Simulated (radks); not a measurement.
Values are calculated unless marked as measured or tabulated.
Q: These are the eigenvalues of the occupied orbitals of an atom or ion with whole-number occupations (eV). Level of theory: non-relativistic Kohn-Sham, PBE, spin-polarised, spherical densities, point nucleus (a radial shooting solver on a logarithmic mesh with Libxc functionals).

| orbital | eigenvalue |
|---|---|
| 1s | -28546.82 |
| 2s | -4690.470 |
| 2p | -4426.689 |
| 3s | -1327.850 |
| 3p | -1219.188 |
| 3d | -1019.465 |
| 4s | -581.8551 |

Which element is it, and in what charge state? The configuration may be excited. Open shells, if any, are filled with parallel spins first.

A: Z = 50, tin, charge +20: Sn20+ in [Ar] 3d10 4s2. The list shows which subshells hold electrons but not how many an open one holds; the 1s level, -1049.1 hartree, gives Z - s = 45.8 by -(Z - s)^2/2, which with screening narrows Z to a few neighbours, and the depths of the outer levels then fix element, charge and occupations together.
